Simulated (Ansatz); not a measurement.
`C[O][Al]([F])[F]` + `[CH3][W](=[O])([OH])=[S]` → `C[O][Al]([OH])[F]` + `[CH3][W](=[O])([F])=[S]`  (redistribution)

Calculated with Ansatz (gas phase, PBE0-D4/def2-TZVP geometries, no zero-point term in ΔE). CBS: MP2 limit from def2 TZ/QZ plus the TZ coupled-cluster correction, frozen cores. This one scheme is used for every species. DFT in def2-TZVPP. Elements past krypton have def2 core potentials. For W outer-core shells are correlated without core-valence functions, which leaves a few kJ/mol of doubt a bond. One conformer a species, not always the lowest.

(1) Is it downhill or uphill in electronic energy at CCSD(T)/CBS, and by how much? (An estimate is asked.)

(2) What do these levels give: r2SCAN-D4, BHLYP-D4, ωB97X-V, r2SCANh, r2SCAN0, HF/def2-QZVPP? (Best estimate.)

Largest T1 diagnostic among the species: 0.023, so the coupled-cluster value is less sure than usual.

Answers

(1) The calculation gave: Uphill: ΔE = +0.30 eV.

(2) The calculation gave: r2SCAN-D4 0.22, BHLYP-D4 0.27, ωB97X-V 0.23, r2SCANh 0.23, r2SCAN0 0.24, HF/def2-QZVPP 0.29 eV.

From BLYP to BHLYP (50 % exact exchange), in def2-TZVPP and without D4, ΔE moves by +0.06 eV. Leaving LDA and LC-ωPBE aside and taking each functional with its dispersion term where it has one, the values, not all of them listed here, spread over 0.07 eV, from revPBE-D4 to PBE-QIDH.
